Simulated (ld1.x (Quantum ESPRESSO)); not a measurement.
# What one change does to a pseudopotential (Au, TM)

- Element: Au (Z = 79)
- Generator: ld1.x (Quantum ESPRESSO) 7.5
- Type: norm-conserving Troullier–Martins (Kleinman–Bylander form)
- Functional: PBE
- Relativity: scalar-relativistic
- Frozen core: [Xe] 4f14
- Valence charge: 11
- Reference configuration: 5d10 6s1 6p0
- Partial waves: 6s (bound): rc 2.45 bohr; 6p (bound, empty): rc 2.40 bohr; 5d (bound): rc 1.20 bohr
- Local potential: the d channel
- Core correction: Bessel-smoothed model core inside 1.00 bohr

All-electron outer shells of the reference configuration (PBE, scalar-relativistic, ld1.x):

```tsv
shell	level (eV)	outermost node (bohr)	outermost maximum (bohr)
4f	-81.12	–	0.37
5p	-59.78	0.52	0.96
5d	-6.88	0.56	1.21
6s	-5.76	1.11	2.32
6p	-0.77	1.32	3.64
```

Change: wave 6s (bound): rc 2.45 bohr becomes 6s (bound): rc 3.36 bohr.

Cutoffs: the cutoffs (Ry, on a coarse ladder) from which the occupation-weighted sum of valence levels, in a spherical-Bessel basis at the reference potential, stays within 10 and 1 mRy of its value at 400 Ry; they do not see the model core or the augmentation charge, which bear on the density cutoff. Errors are all-electron minus pseudo energies relative to the spin-unpolarised reference configuration.

**Question.** Predict the effect on cutoff, ghosts and configuration errors.

**Answer.** The potential gets neither clearly harder nor softer (45 Ry and 80 Ry → 45 Ry and 80 Ry); both files keep a bound ghost (p, s); of the 7 tests that both files solve, the error grows in 4 and shrinks in 2 by more than 15 % and 0.3 meV (median size 32.2 → 27.7 meV).

| quantity | base | changed |
| --- | --- | --- |
| cutoff, loose | 45 Ry | 45 Ry |
| cutoff, tight | 80 Ry | 80 Ry |
| bound ghosts | s, p | s, p |
| error for 5d10 6s0 6p0, meV [ΔE 9.41 eV] | -17 | -17 |
| error for 5d9 6s0 6p0, meV [ΔE 30.62 eV] | -32 | -116 |
| error for 5d8 6s0 6p0, meV [ΔE 64.49 eV] | -162 | -360 |
| error for 5d7 6s0 6p0, meV [ΔE 112.21 eV] | -508 | -849 |
| error for 5d10 6s0 6p1, meV [ΔE 5.25 eV] | -6.9 | -14 |
| error for 5d9 6s2 6p0, meV [ΔE 1.69 eV] | -42 | +28 |
| error for 5d9 6s1 6p0, meV [ΔE 12.12 eV] | -21 | -0.3 |

 A true bound ghost makes a file unfit for plane-wave use even where its test errors are small: the radial tests pick states by their node count and pass the ghost by.
